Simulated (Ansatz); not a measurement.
The first iterations of a band of F3GeH (5 atoms, charge 0, multiplicity 1).

All numbers below come from RKS PBE-D4/def2-SVP (Ansatz).

* movable images: 6
* climbing image: no
* spring: 5.0 eV/Å²
* optimiser: quadratic models (default)
* start path: through a guess of the saddle point
* force threshold: 0.05 eV/Å
* iteration limit: 60
* end points: relaxed

First end point:

```xyz
5
Properties=species:S:1:pos:R:3
Ge 0.235 0.000 0.257
H 0.180 0.000 1.788
F 1.863 0.000 -0.341
F -0.542 1.389 -0.429
F -0.542 -1.389 -0.429
```

Last end point:

```xyz
5
Properties=species:S:1:pos:R:3
Ge -0.582 -0.609 0.743
H 1.110 0.801 0.252
F 1.629 0.036 0.579
F -0.413 1.138 0.125
F -0.551 -1.365 -0.854
```

| iteration | highest image above the first end (eV) | largest band force component (eV/Å) |
| --- | --- | --- |
| 1 | 3.952 | 9.569 |
| 2 | 2.090 | 2.866 |
| 3 | 2.109 | 1.488 |
| 4 | 1.925 | 4.338 |

Problem. Does the band converge within its limit, and where does its top end?

Solution. It converged. It ended after 12 iterations with the highest image 2.017 eV above the first end. Neighbouring images differ by up to 1.4 eV, so the band resolves the path poorly. No image climbed, so the highest image needn't sit at the top of the path. The orbitals stay closed-shell, which can raise the energy where a bond breaks towards radicals; this wasn't checked here.

Run time: 85 s on 1 thread of Intel(R) Xeon(R) Platinum 8488C (Sapphire Rapids), on a shared host, peak memory 0.16 GiB.
